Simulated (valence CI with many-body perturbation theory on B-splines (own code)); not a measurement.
# Mn18+: electric-dipole lines

Calculated by valence CI with perturbative core correlation (CI+MBPT): five valence electrons over a frozen Dirac-Fock core [He], radial functions for each j: 11 s, 11 p, 10 d, 8 f, 5 g, 2 h, with the one-electron correlation potential Σ1 (screened to all orders), the two-electron term Σ2, the three-electron term Σ3, Breit, model QED; selected single and double excitations, second order for the rest, scaled by the run's own slope (own B-spline code, finite nucleus).

No measured levels were compared; by estimate levels of excited configurations hold to 0.05 to 0.15 % of their energy, terms of the ground configuration to about 0.5 %. Among the levels kept, up to 5400 cm⁻¹ of a level comes from second order outside the variational space, and about a tenth of that is noise between levels of different J, which matters for small intervals.

Lines 201 to 250 of 596 in falling wavelength, among levels below 73.533 Ry, chosen from the strongest by gf and those to the six lowest levels. Wavelengths and rates use the calculated energies, so an error of 600 cm⁻¹ moves a line at 20.84 nm by 0.13 % and its rate by three times that or more. Electric multipoles are in the length gauge with retardation, E1 and E2 with the static RPA response of the core. Weak lines are less certain than strong ones. Lines between different terms over intervals too small for the method are left out, as are lines whose strength nearly cancels. Where a level lies close to another of its J and parity, the split of strength between their lines is uncertain. The highest levels of a list are the least certain.

Names give the largest LS component (configuration and term), which can be under half, so a name can repeat, a term be missing and a line seem to break the LS rules; names also repeat where a configuration has a term twice. Letters in brackets count levels of one name in rising energy.

```
λ vac (nm)                  Upper                   Lower   A (s⁻¹)  S (a.u.) with core polarisation  S without
     20.84   2s 2p3 3p 4P_5/2 [b]   2s 2p3 3s 4S°_3/2 [a]  2.74e+09                         7.34e-02   7.35e-02
     19.66   2s 2p3 3p 2D_5/2 [c]   2s 2p3 3s 2D°_5/2 [a]  3.42e+09                         7.69e-02   7.69e-02
     19.39   2s 2p3 3p 2D_3/2 [c]   2s 2p3 3s 2D°_3/2 [a]  3.70e+09                         5.33e-02   5.33e-02
     19.17   2s 2p3 3p 2F_7/2 [a]  2s2 2p2 3p 2D°_5/2 [b]  3.09e+09                         8.59e-02   8.61e-02
     18.89   2s 2p3 3p 2F_5/2 [a]  2s2 2p2 3p 2D°_3/2 [b]  2.58e+09                         5.15e-02   5.16e-02
     15.93   2s 2p3 3p 2F_7/2 [a]  2s2 2p2 3p 2D°_5/2 [a]  4.00e+09                         6.38e-02   6.40e-02
     15.37  2s 2p3 3d 4P°_5/2 [a]       2s2 2p2 3d 4P_3/2  4.41e+09                         4.74e-02   4.76e-02
     15.26     2s 2p3 3d 4G°_11/2       2s2 2p2 3d 4F_9/2  3.29e+09                         6.92e-02   6.96e-02
     15.19  2s 2p3 3d 4F°_7/2 [a]       2s2 2p2 3d 4F_7/2  3.21e+09                         4.45e-02   4.46e-02
     15.11      2s 2p3 3s 4D°_7/2       2s2 2p2 3s 4P_5/2  8.99e+09                         1.22e-01   1.23e-01
     15.00       2s 2p3 3p 4F_9/2      2s2 2p2 3p 4D°_7/2  5.02e+09                         8.35e-02   8.39e-02
     14.99       2s 2p3 3p 4F_5/2      2s2 2p2 3p 4P°_3/2  4.88e+09                         4.86e-02   4.88e-02
     14.91      2s 2p3 3d 4G°_9/2       2s2 2p2 3d 4F_7/2  2.90e+09                         4.74e-02   4.77e-02
     14.85            2p5 2P°_3/2           2s 2p4 2P_3/2  2.56e+10                         1.66e-01   1.66e-01
     14.77       2s 2p3 3p 4F_7/2      2s2 2p2 3p 4D°_5/2  3.82e+09                         4.86e-02   4.88e-02
     14.66            2p5 2P°_1/2           2s 2p4 2P_1/2  2.61e+10                         8.13e-02   8.16e-02
     14.65      2s 2p3 3s 4D°_5/2       2s2 2p2 3s 4P_3/2  1.17e+10                         1.09e-01   1.10e-01
     14.62   2s 2p3 3p 4D_3/2 [a]      2s2 2p2 3p 2S°_1/2  8.13e+09                         5.02e-02   5.04e-02
     14.29   2s 2p3 3p 2D_5/2 [a]  2s2 2p2 3p 2P°_3/2 [a]  5.27e+09                         4.55e-02   4.56e-02
     14.26          2s 2p4 2D_5/2         2s2 2p3 2P°_3/2  5.10e+09                         4.38e-02   4.40e-02
     14.21  2s 2p3 3d 4F°_3/2 [a]       2s2 2p2 3d 4F_3/2  7.84e+09                         4.44e-02   4.45e-02
     14.10          2s 2p4 4P_5/2         2s2 2p3 4S°_3/2  1.11e+10                         9.24e-02   9.27e-02
     13.94            2p5 2P°_3/2           2s 2p4 2S_1/2  7.41e+09                         3.96e-02   3.98e-02
     13.69   2s 2p3 3p 4P_3/2 [b]      2s2 2p2 3p 4P°_1/2  7.37e+09                         3.73e-02   3.74e-02
     13.61      2s 2p3 3s 4D°_3/2       2s2 2p2 3s 4P_1/2  9.16e+09                         4.56e-02   4.58e-02
     13.53          2s 2p4 2D_3/2         2s2 2p3 2P°_1/2  2.61e+09                         1.28e-02   1.28e-02
     13.36       2s 2p3 3p 4F_3/2      2s2 2p2 3p 4D°_1/2  9.81e+09                         4.62e-02   4.64e-02
     13.12  2s 2p3 3d 4P°_3/2 [b]       2s2 2p2 3d 4P_5/2  7.89e+09                         3.52e-02   3.53e-02
     13.10            2p5 2P°_1/2           2s 2p4 2P_3/2  2.71e+10                         6.02e-02   6.04e-02
     13.05          2s 2p4 4P_3/2         2s2 2p3 4S°_3/2  1.49e+10                         6.55e-02   6.58e-02
     12.80  2s 2p3 3d 4F°_9/2 [b]       2s2 2p2 3d 4F_9/2  9.84e+09                         1.02e-01   1.02e-01
     12.72          2s 2p4 4P_1/2         2s2 2p3 4S°_3/2  1.66e+10                         3.38e-02   3.39e-02
     12.66   2s 2p3 3p 2D_5/2 [b]  2s2 2p2 3p 2D°_5/2 [a]  1.37e+10                         8.22e-02   8.25e-02
     12.63  2s 2p3 3d 2F°_7/2 [b]   2s2 2p2 3d 2F_7/2 [a]  1.16e+10                         9.24e-02   9.28e-02
     12.63   2s 2p3 3p 4D_7/2 [b]      2s2 2p2 3p 4D°_7/2  1.49e+10                         1.18e-01   1.19e-01
     12.57  2s 2p3 3d 2P°_1/2 [b]   2s2 2p2 3d 2D_3/2 [a]  1.72e+10                         3.37e-02   3.38e-02
     12.56      2s 2p3 3s 4P°_5/2       2s2 2p2 3s 4P_5/2  1.76e+10                         1.03e-01   1.04e-01
     12.53  2s 2p3 3d 2F°_5/2 [c]   2s2 2p2 3d 2D_5/2 [c]  6.03e+09                         3.51e-02   3.53e-02
     12.48       2s 2p3 3p 4S_3/2      2s2 2p2 3p 4P°_5/2  1.11e+10                         4.25e-02   4.26e-02
     12.45  2s 2p3 3d 2D°_5/2 [b]   2s2 2p2 3d 2F_7/2 [a]  7.31e+09                         4.17e-02   4.19e-02
     12.41  2s 2p3 3d 2G°_7/2 [b]   2s2 2p2 3d 2F_7/2 [b]  4.96e+09                         3.74e-02   3.76e-02
     12.40  2s 2p3 3d 4F°_7/2 [b]       2s2 2p2 3d 4F_7/2  5.22e+09                         3.93e-02   3.95e-02
     12.35      2s 2p3 3s 4P°_1/2       2s2 2p2 3s 4P_3/2  2.42e+10                         4.50e-02   4.51e-02
     12.35   2s 2p3 3p 2F_5/2 [b]  2s2 2p2 3p 2D°_5/2 [b]  7.78e+09                         4.34e-02   4.35e-02
     12.35   2s 2p3 3p 4D_3/2 [b]      2s2 2p2 3p 4P°_3/2  1.16e+10                         4.32e-02   4.34e-02
     12.31  2s 2p3 3d 4D°_7/2 [c]       2s2 2p2 3d 4F_9/2  6.03e+09                         4.44e-02   4.46e-02
     12.30  2s 2p3 3d 4D°_7/2 [c]       2s2 2p2 3d 4D_7/2  7.69e+09                         5.65e-02   5.68e-02
     12.30   2s 2p3 3p 4D_5/2 [b]      2s2 2p2 3p 4D°_5/2  8.75e+09                         4.82e-02   4.84e-02
     12.26  2s 2p3 3s 2P°_3/2 [a]       2s2 2p2 3s 2P_3/2  2.00e+10                         7.26e-02   7.29e-02
     12.22      2s 2p3 3s 4P°_3/2       2s2 2p2 3s 4P_3/2  1.11e+10                         4.01e-02   4.02e-02
```
